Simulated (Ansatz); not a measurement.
Total energies of (ClAlNH)4 cubane (Al₄N₄Cl₄H₄) from Ansatz at PBE0-D4/def2-SVP, gas phase (1 Eh = 27.2114 eV = 2625.5 kJ/mol). The reference geometry is relaxed at PBE-D4/def2-SVP.

| state | geometry | energy (Eh) |
| --- | --- | --- |
| charge 0 singlet | reference | -3030.36139 |
| charge 1 doublet | reference | -3029.99171 |
| charge -1 doublet | reference | -3030.35389 |
| free Al atom (doublet) | – | -242.16443 |
| free Cl atom (doublet) | – | -459.83853 |
| free N atom (quartet) | – | -54.47898 |
| free H atom (doublet) | – | -0.50029 |

(1) Work out the vertical ionisation energy to the doublet.

(2) Work out the vertical electron affinity, to the doublet.

(3) Give the fundamental gap IE − EA, the Mulliken electronegativity (IE + EA)/2 and the hardness (IE − EA)/2.

(4) What is the binding energy per atom against free atoms?

(1) E(charge 1 doublet) − E(charge 0 singlet) = -3029.99171 − (-3030.36139) = 0.36968 Eh = 10.06 eV. For comparison, −ε of the highest occupied level is 8.49 eV at this level, 1.57 eV less.

(2) E(charge 0 singlet) − E(charge -1 doublet) = -3030.36139 − (-3030.35389) = -0.00750 Eh = -0.20 eV; negative, so the extra electron isn't bound. The basis lacks diffuse functions, which makes affinities too small.

(3) From the values in Eh: IE − EA = 0.36968 − (-0.00750) = 0.37718 Eh = 10.26 eV; (IE + EA)/2 = 4.93 eV; (IE − EA)/2 = 5.13 eV. The HOMO–LUMO gap of the same run is 7.39 eV, 2.87 eV smaller than the fundamental gap.

(4) Atoms: 4 × (-242.16443) + 4 × (-459.83853) + 4 × (-54.47898) + 4 × (-0.50029) = -3027.92892 Eh. Binding: -3027.92892 − (-3030.36139) = 2.43247 Eh = 66.19 eV, or 4.14 eV for each of 16 atoms (no zero-point energy, no counterpoise term).

At PBE0-D4/def2-SVP the highest occupied level of the charge -1 doublet lies above zero (up to 1.56 eV). By energy differences it is unbound by 0.20 eV (vertical, against the charge 0 singlet, at PBE0-D4/def2-SVP) and held by the finite basis.
